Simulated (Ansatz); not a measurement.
Geometry optimisation, Ansatz, RHF/def2-SVP.

Input:

```yaml
crystal:
  periodic: [false, false, false]
  atoms:
    - { symbol: B, position_ang: [0.0, 0.0, 0.0] }
    - { symbol: F, position_ang: [0.0, 0.0, 1.67] }
    - { symbol: Cl, position_ang: [1.6108, 0.0, -0.93] }
    - { symbol: "N", position_ang: [-1.3423, 0.0, -0.775] }
    - { symbol: H, position_ang: [-2.0112, -0.8164, -0.6764] }
    - { symbol: H, position_ang: [-1.5914, 0.8164, -1.4036] }
    - { symbol: H, position_ang: [0.0668, 1.4124, 0.4698] }
    - { symbol: H, position_ang: [0.0526, 1.1131, 1.3144] }
basis:
  gaussian: { orbitals: def2-SVP }
hamiltonian:
  xc: hf
relax:
  f_tol: 0.15
  max_steps: 25
  restrain:
    - { distance: [0, 6], at: 1.19, k: 30.0 }
    - { distance: [7, 1], at: 0.92, k: 30.0 }
    - { distance: [0, 1], at: 2.52, k: 30.0 }
    - { distance: [7, 6], at: 1.86, k: 30.0 }
output:
  orbitals: {}
```

Command:

```bash
$ ansatz run input.yaml --threads 1 --pin off --max-ram 2048MiB --backend cpu --events-out ev --progress --plain --runs-dir out
```

Question: Where does it end, and by what steps?

Answer: The run converged. The restraints hold the end off the free minimum. After 12 steps the energy has fallen by 4.008 eV (the restraints' own energy left out); H5 moved furthest, 0.86 Å. Joined: F2–H8 (1.17 → 0.91 Å).

```json
{"step": "0", "energy less start (eV)": "0.0000", "largest force component (eV/Å)": "4.077", "accepted": "yes"}
{"step": "1", "energy less start (eV)": "-0.7021", "largest force component (eV/Å)": "4.843", "accepted": "yes"}
{"step": "2", "energy less start (eV)": "-2.1230", "largest force component (eV/Å)": "3.508", "accepted": "yes"}
{"step": "3", "energy less start (eV)": "-2.7472", "largest force component (eV/Å)": "1.713", "accepted": "yes"}
{"step": "4", "energy less start (eV)": "-3.2492", "largest force component (eV/Å)": "1.487", "accepted": "yes"}
{"step": "5", "energy less start (eV)": "-3.5832", "largest force component (eV/Å)": "1.610", "accepted": "yes"}
{"step": "6", "energy less start (eV)": "-3.7937", "largest force component (eV/Å)": "1.900", "accepted": "yes"}
{"step": "7", "energy less start (eV)": "-3.9834", "largest force component (eV/Å)": "0.444", "accepted": "yes"}
{"step": "8", "energy less start (eV)": "-4.0001", "largest force component (eV/Å)": "0.451", "accepted": "yes"}
{"step": "9", "energy less start (eV)": "-3.9167", "largest force component (eV/Å)": "2.246", "accepted": "no"}
{"step": "10", "energy less start (eV)": "-4.0070", "largest force component (eV/Å)": "0.441", "accepted": "yes"}
{"step": "11", "energy less start (eV)": "-4.0014", "largest force component (eV/Å)": "0.593", "accepted": "no"}
{"step": "12", "energy less start (eV)": "-4.0078", "largest force component (eV/Å)": "0.459", "accepted": "yes"}
```

```xyz
8
Properties=species:S:1:pos:R:3
B -0.038 0.464 -0.466
F -0.114 0.213 2.055
Cl 1.397 -0.554 -0.762
N -1.285 0.065 -0.905
H -1.456 -0.824 -1.328
H -2.103 0.617 -0.754
H 0.132 1.539 0.023
H 0.252 1.006 1.805
```

Run time: 13 s on 1 thread of Intel(R) Xeon(R) 6975P-C (Granite Rapids), with other jobs on the host, peak memory 0.15 GiB.
